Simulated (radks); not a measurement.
Ir XIII, 65 electrons, occupied as [Kr] 4d10 4f14 5s2 5p3. Calculated with a radial shooting solver on a logarithmic mesh with Libxc functionals: Dirac Kohn-Sham, BLYP, spin-unpolarised, spherical densities, finite nucleus; open shells fill j = l - 1/2 first; Fermi nuclear charge, rms radius 5.4032 fm.

Normalised radial functions P(r) = r R(r) (large component), r in bohr:

```
   r/bohr * 4d3/2, o 5d3/2 (the largest magnitude, 1.63, reaches the edge; | marks zero, & curves that meet)
 0.001487                             &
 0.001703                             &
 0.001967                             &
 0.002254                             &
 0.002582                             &
 0.002958                             &
 0.003389                             &
 0.003883                             &
 0.004485                             &
 0.005138                             &
 0.005886                             &
 0.006744                             &
 0.007726                             &
 0.008923                             &
  0.01022                             &
  0.01171                             &
  0.01342                             &
  0.01537                             o*
  0.01775                             o*
  0.02034                             |&
   0.0233                             |o*
   0.0267                             |o*
  0.03059                             |o *
  0.03533                             | o *
  0.04047                             | o  *
  0.04637                             |  o   *
  0.05312                             |   o   *
  0.06086                             |   o     *
  0.06973                             |    o      *
  0.08053                             |     o       *
  0.09226                             |     o        *
   0.1057                             |      o        *
   0.1211                             |     o        *
   0.1387                             |    o        *
   0.1602                             |   o     *
   0.1836                             |o   *
   0.2103                           o*|
    0.241                    *   o    |
   0.2761             *        o      |
   0.3188       *            o        |
   0.3653   *               o         |
   0.4185  *                  o       |
   0.4794   *                   o     |
   0.5493      *                     o|
   0.6344           *                 |   o
   0.7268                *            |         o
   0.8327                    *        |             o
    0.954                        *    |                o
    1.093                          *  |                 o
    1.252                            *|                o
    1.446                            *|             o
    1.657                             *         o
    1.898                             *      o
    2.175                             *   o
    2.491                             * o
    2.877                             *o
    3.297                             &
    3.777                             &
```

4d3/2: eigenvalue -514.54 eV, 1 radial node at r = 0.205 bohr, <r> = 0.470 bohr, 90 % of the charge inside 0.702 bohr. 5d3/2 (empty): eigenvalue -190.42 eV, 2 radial nodes at r = 0.196, 0.566 bohr, <r> = 1.17 bohr, 90 % of the charge inside 1.68 bohr.
